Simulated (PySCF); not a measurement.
B(F)(Vi)2, C4H6BF, SMILES B(C=C)(C=C)F at its PBE0/def2-SVP optimised geometry (Å):

```
12

B     -0.7312     1.0450     0.0000
F     -1.3387     2.2376     0.0000
C      0.8262     1.0450     0.0000
C      1.5757     0.0446     0.4878
H      1.3422     1.9481    -0.3528
H      2.6696     0.0963     0.5252
H      1.1205    -0.8651     0.8938
C     -1.6508    -0.2118    -0.0008
C     -1.3098    -1.3896    -0.5453
H     -2.6696    -0.1050     0.3957
H     -2.0024    -2.2376    -0.5879
H     -0.3246    -1.5467    -0.9973
```

Calculation: PBE0/def2-TZVP run with PySCF. Cells within 0.4 Å of a nucleus heavier than hydrogen are left out (blank, or x).

Map of the electron localisation function on the plane z = 0.0 Å:

```
|00000000000000000000000000000|
|00000000000000000000000000000|
|00000000000000000000000000000|
|00000000000000000000000000000|
|00000000012210000000000000000|
|00000000245652000365100000000|
|00000002578873002899710000000|
|0000001478xx83006999940000000|
|0000001478xx72027999830000000|
|00000002688862457999600000000|
|000000001353x297x686100000000|
|00000000013xxx97xx53101210000|
|000157644693x297x485358872000|
|00049999769974656986799995000|
|000699998xx872125754899996000|
|000599996xx540003655789994000|
|00016776568851003665457751000|
|00000011379863002664212200000|
|00000000356665200342000000000|
|00000014776555300011000000000|
|00000169997543200000000000000|
|00000389997421100000000000000|
|00000289996200000000000000000|
|00000048873000000000000000000|
|00000001320000000000000000000|
|00000000000000000000000000000|
|00000000000000000000000000000|
|00000000000000000000000000000|
|00000000000000000000000000000|
```
Scale: ten equal steps from 0.000 (start of '0') to 0.994 (end of '9'), in the order '0123456789'; x runs from -5.00 to 5.00, y from -5.00 (bottom) to 5.00 (top).
